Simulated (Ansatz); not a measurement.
Reactions of C2H9InO (`C[O+](C)[InH3-]`).

Gas-phase electronic energies from Ansatz, PBE0-D4/def2-TZVP geometries. CCSD(T)/CBS is the MP2 limit (def2-TZVPP, def2-QZVPP) plus CCSD(T) − MP2 in def2-TZVPP, frozen cores. This one scheme is used for every species, atoms too. Functionals use def2-TZVPP. No spin–orbit coupling; open shells (•) take unrestricted orbitals. Spin–orbit coupling would lower the free atoms: a little for C, O; strongly for In. Elements past krypton have def2 core potentials. For In outer-core shells are correlated without core-valence functions, so the limit isn't a true one: a few kJ/mol of doubt a bond, and 10 to 20 or more in all where bonds break to atoms. Each species was taken in one conformer, which may not be the lowest.

| reaction | CCSD(T)/CBS(def2) (kJ/mol) |
| --- | --- |
| `C[O+](C)[InH3-]` → `[CH2]` (triplet) + `C[OH+][InH3-]` | 403 |
| `C[O+](C)[InH3-]` → 2 C• + 9 H• + In• + O• | ? |
| `C[O+](C)[InH3-]` → `[CH3][InH-]([CH3])[OH2+]` | -131 |
| dimethyl ether + `[InH3]` → `C[O+](C)[InH3-]` | -74 |

(1) Fill in the missing values. (An estimate is asked.)

Largest T1 diagnostic: 0.015, for In•.

Answers

(1) Ansatz gave: `C[O+](C)[InH3-]` → 2 C• + 9 H• + In• + O•: +4150.9 kJ/mol.
